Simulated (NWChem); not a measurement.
System: C3H10Si; SMILES CC(C)[SiH3]

```xyz
14

Si    -0.0375     1.3878     0.0000
C      0.3922    -0.4603     0.0000
C     -0.1127    -1.1518    -1.2665
C     -0.1127    -1.1518     1.2665
H      0.5220     2.0596    -1.2155
H      0.5220     2.0596     1.2155
H     -1.5241     1.5764     0.0000
H      1.4980    -0.4994     0.0000
H      0.1860    -2.2136    -1.2838
H     -1.2136    -1.1239    -1.3273
H      0.2809    -0.6832    -2.1822
H      0.2809    -0.6832     2.1822
H      0.1860    -2.2136     1.2838
H     -1.2136    -1.1239     1.3273
```
Atoms are numbered in this order, from 1.

Program: NWChem. Pople sets run with spherical d functions. Coordinates come from a PBE0/def2-SVP optimisation. No frequency run checked for a minimum.

Question: Taking B3LYP/6-311++G** as the yardstick, which of these has the fewest basis functions while keeping “highest occupied level (eV)” within 0.05 eV of it: B3LYP/6-31+G*; B3LYP/6-31G*; B3LYP/3-21G; B3LYP/6-311G**; B3LYP/STO-3G?

Answer: B3LYP/6-31+G*.
```csv
level,basis functions,highest occupied level (eV),relative time (rough)
B3LYP/STO-3G,34,-6.27,1
B3LYP/3-21G,60,-7.81,1
B3LYP/6-31G*,80,-7.76,3
B3LYP/6-31+G*,96,-7.92,4
B3LYP/6-311G**,140,-7.93,7
B3LYP/6-311++G**,166,-7.94,10
```

The yardstick is one finite set, not the basis-set limit.
